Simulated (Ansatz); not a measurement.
Species: SiNH2Br, charge 0, singlet. SiNH2Br (SMILES N[Si]Br).
B3LYP-D3(BJ)/def2-TZVP minimum from Ansatz (a program for electronic structure):
```
N
H 1 1.0104
H 1 1.0105 2 112.79
Si 1 1.7058 2 120.95 3 180.00
Br 4 2.3043 1 98.31 2 -180.00
```
Charge 0, spin multiplicity 1.

Total energies in def2-SVP, 18 correlated electrons, 20 frozen orbitals. Radicals and triplets start from unrestricted determinants; spin-orbit coupling is neglected. Cores are frozen in correlated methods (noble-gas shells, and filled d and f shells in the p block). No relativity. Spin-orbit terms, left out, reach several kcal/mol for Br and I, and more for heavier atoms.

```json
[
 {"method": "HF", "program": "Ansatz", "energy (Eh)": "-2916.56620", "minus CCSDT(Q) (mEh)": "415.12"},
 {"method": "MP2", "program": "Ansatz", "energy (Eh)": "-2916.93601", "minus CCSDT(Q) (mEh)": "45.30"},
 {"method": "CCSD", "program": "Ansatz", "energy (Eh)": "-2916.96767", "minus CCSDT(Q) (mEh)": "13.65"},
 {"method": "CCSD(T)", "program": "Ansatz", "energy (Eh)": "-2916.97939", "minus CCSDT(Q) (mEh)": "1.93"},
 {"method": "CCSDT(Q)", "program": "Ansatz", "energy (Eh)": "-2916.98132", "minus CCSDT(Q) (mEh)": "0.00"}
]
```

Rough core times of Ansatz's runs on a shared machine: CCSD(T) under 20 s, CCSDT(Q) 2 min.
